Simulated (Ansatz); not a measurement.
`[BH2][GeH2][Cl]` + `BNC` → `BN(B)C` + `[Cl][GeH3]` at 400 K and 1 bar (cleavage of the B–Ge bond).

Gas-phase electronic energies from Ansatz, PBE0-D4/def2-TZVP geometries. CCSD(T)/CBS is the MP2 limit (def2-TZVPP, def2-QZVPP) plus CCSD(T) − MP2 in def2-TZVPP, frozen cores. This one scheme is used for every species. For Ge outer-core shells are correlated without core-valence functions, which leaves a few kJ/mol of doubt a bond. Scalar relativity is left out up to krypton.

```csv
species,CCSD(T)/CBS energy (Eh),H − E (kJ/mol),S (J/(mol·K))
`[BH2][GeH2][Cl]`,-2563.08808,122.6,343.4
`BNC`,-121.18426,222.8,289.6
`BN(B)C`,-146.59307,258.1,335.0
`[Cl][GeH3]`,-2537.71925,82.5,281.4
```

H − E and S are ideal-gas, rigid-rotor, harmonic terms from PBE0-D4/def2-TZVP. 1 Eh = 2625.50 kJ/mol, R = 8.31446 J/(mol·K).

**Question.** By hand: ΔE, ΔH, ΔS and ΔG.

**Answer.** ΔE = (-146.59307) + (-2537.71925) − (-2563.08808) − (-121.18426) = -0.03998 Eh = -105.0 kJ/mol. Δ(H − E) = 258.1 + 82.5 − 122.6 − 222.8 = -4.8, so ΔH = -109.8 kJ/mol. ΔS = 335.0 + 281.4 − 343.4 − 289.6 = -16.6 J/(mol·K). ΔG = -109.8 − 400 × (-16.6)/1000 = -103.2 kJ/mol.

**Question.** By hand: the equilibrium constant, and the temperature at which ΔG would vanish if ΔH and ΔS stayed fixed.

**Answer.** log₁₀ K = −ΔG/(RT ln 10) = 13.5. ΔG = 0 at ΔH/ΔS = 6614 K, far beyond where these terms or the molecules hold.

ΔH outweighs TΔS. A doubt of 5 kJ/mol in ΔE shifts log₁₀ K by 0.7 here. Modes under 60 cm⁻¹, often nearly free rotors, make the harmonic entropy too high. These are equilibria of isolated gas molecules and say nothing of rates. Largest T1 diagnostic: 0.012 (customary marks: 0.02 for closed shells, 0.045 for open ones).
